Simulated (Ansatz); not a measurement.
Ansatz (a first-principles code) input (B3LYP-D3(BJ)/def2-TZVP):

Ansatz 0.2 input:
```yaml
crystal:
  periodic: [false, false, false]
  atoms:
    - {symbol: C, position_ang: [-1.20361909, -0.68097731, -0.32499321]}
    - {symbol: C, position_ang: [-0.03206866, 0.18947747, 0.03231088]}
    - {symbol: C, position_ang: [1.30740813, -0.48784630, 0.04621285]}
    - {symbol: C, position_ang: [-0.19492948, 1.50886237, 0.32009004]}
    - {symbol: O, position_ang: [-1.25255228, 2.20036339, 0.34495483]}
    - {symbol: H, position_ang: [-1.32365009, -1.52513868, 0.37094783]}
    - {symbol: H, position_ang: [-2.10426198, -0.07143165, -0.28811009]}
    - {symbol: H, position_ang: [-1.11320783, -1.10964545, -1.33467263]}
    - {symbol: H, position_ang: [1.56485331, -0.91458247, -0.93570112]}
    - {symbol: H, position_ang: [2.09236890, 0.22002018, 0.31779702]}
    - {symbol: H, position_ang: [1.34101469, -1.31978223, 0.76678428]}
    - {symbol: H, position_ang: [0.77465253, 2.04171431, 0.57016616]}
basis:
  gaussian:
    orbitals: def2-TZVP
hamiltonian:
  xc: b3lyp
  dispersion: d3bj
total_charge: -1
relax: {f_tol: 0.002, max_steps: 150}
```

End of the output:

```
reference -6312.00979601 eV, -231.9620815694 hartree; 20, 20 occupied and 177, 177 virtual orbitals, 1179 factors
Total energy: -6312.39153429 eV, -231.9761101924 hartree
Atom 0 at    -1.212519    -0.677680    -0.325890 Å, force    -0.000034     0.000173     0.000284 eV/Å
Atom 1 at    -0.034096     0.173776     0.027710 Å, force     0.000235    -0.000227    -0.000105 eV/Å
Atom 2 at     1.308091    -0.481680     0.046268 Å, force     0.000126    -0.000166    -0.000261 eV/Å
Atom 3 at    -0.194270     1.512103     0.323317 Å, force    -0.000153    -0.000105     0.000167 eV/Å
Atom 4 at    -1.246996     2.218285     0.354200 Å, force    -0.000502     0.000314    -0.000131 eV/Å
Atom 5 at    -1.354952    -1.528561     0.365383 Å, force    -0.000064    -0.000003     0.000006 eV/Å
Atom 6 at    -2.116408    -0.064621    -0.297281 Å, force    -0.000010    -0.000101    -0.000128 eV/Å
Atom 7 at    -1.135947    -1.126331    -1.333363 Å, force     0.000060    -0.000026    -0.000000 eV/Å
Atom 8 at     1.599358    -0.918464    -0.928905 Å, force     0.000050    -0.000007    -0.000060 eV/Å
Atom 9 at     2.085173     0.242276     0.317825 Å, force    -0.000144     0.000074     0.000006 eV/Å
Atom 10 at     1.380134    -1.319358     0.767156 Å, force    -0.000044    -0.000032     0.000074 eV/Å
Atom 11 at     0.778441     2.021289     0.569367 Å, force     0.000480     0.000107     0.000148 eV/Å
Dipole moment:     0.409007    -0.710204    -0.115003 e Å
```

It need not be the lowest isomer of its formula. Whether it binds its extra electron was not tested at this geometry.
